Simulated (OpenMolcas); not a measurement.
## Au6+: effect of the IPEA shift

```yaml
Program: OpenMolcas
Basis: ANO-R1 [7s5p4d2f]
Scalar_Hamiltonian: X2C, finite nucleus
Active_space: 5 electrons in 5 orbitals (5d)
State_averaging: 2S+1 = 6 even, 1 root; 2S+1 = 4 even, 24 roots; 2S+1 = 2 even, 75 roots
Spin-orbit_coupling: RASSI with atomic mean-field integrals over the reference wave functions, term energies averaged over their components
```

Methods on the same reference wave functions:
A. CASSCF
B. MS-CASPT2, IPEA 0.25 Eh, imaginary shift 0.1 Eh (closed shells correlated: 5s 5p)
C. MS-CASPT2, IPEA 0.5 Eh, imaginary shift 0.1 Eh (closed shells correlated: 5s 5p)

Energies in cm⁻¹ above 5d⁵ ⁶S_5/2.

```csv
Level,A,B,C
5d⁵ ⁶S_5/2 [73 %],0.0,0.0,0.0
5d⁵ ⁴G_7/2 [54 %],30969,29270,29270
5d⁵ ⁴G_11/2 [68 %],32686,31580,31560
5d⁵ ⁴G_9/2 [74 %],34772,33480,33460
5d⁵ ⁴P_1/2 [63 %],37645,34930,34990
5d⁵ ²I_11/2 [66 %],48718,47880,47840
5d⁵ ⁴D_1/2 [70 %],50300,47760,47800
5d⁵ ⁴F_3/2 [50 %],53675,50770,50800
5d⁵ ²I_13/2,53913,53270,53220
5d⁵ ²H_9/2 [53 %],62877,60430,60480
5d⁵ ²G_7/2(1) [57 %],65705,62660,62800
5d⁵ ²F_7/2(1) [55 %],71448,68260,68400
5d⁵ ²S_1/2 [75 %],75285,70470,70740
5d⁵ ²H_11/2 [67 %],77005,75350,75400
5d⁵ ²D_3/2(2) [70 %],84131,79580,79770
5d⁵ ²G_9/2(2),92881,88820,88990
5d⁵ ²G_7/2(2) [75 %],97078,92990,93160
5d⁵ ²P_3/2,104523,97840,98090
5d⁵ ²P_1/2,112600,106140,106430
5d⁵ ²D_5/2(3),120748,114050,114110
5d⁵ ²D_3/2(3) [73 %],125015,118130,118230
```

Between B and C the level of the table that moves most is 5d⁵ ²P_1/2, by 290 cm-1 (lowest in B, highest in C). Moves below CASPT2's spread within the term are not significant.

From A to B the spin-free energies of the other terms of 5d⁵ shown, above ⁶S, scale by factors of 0.91 to 0.97, as is usual when dynamic correlation screens the repulsion within a d or f shell.

The lowest spin-free term lies below A's lowest term by 0.169 hartree in B, 0.163 hartree in C.

Term energies are means over components that CASPT2 splits; among the terms shown or strongly mixed into the levels shown the widest spread is 830 cm-1 (5d⁵ ⁴F, C). The basis is small and was not contracted for so high a charge. The CASPT2 spread within a term exceeds the gap to the next term for 5d⁵ ⁴F and 5d⁵ ²F(1), so the order of their levels is uncertain, and so are names and mixing where such terms share a J (figures for B; the like holds for C). Without dynamic correlation excited terms often stand tens of per cent too high (terms of higher spin than the ground term too low), and those without a measured partner can miss by more than the paired ones (holds for A). Blocks of more than 70 roots (2S+1 = 2 even) ran without multistate coupling (holds for B; C). Only configurations of the active space appear. Levels that lie high or do not pair safely by name in every column are left out.

A share in square brackets marks a mixed level and gives the weight of the term that names it, the lowest over the columns. A number in round brackets counts repeated terms of one configuration in the order of the reference energies.
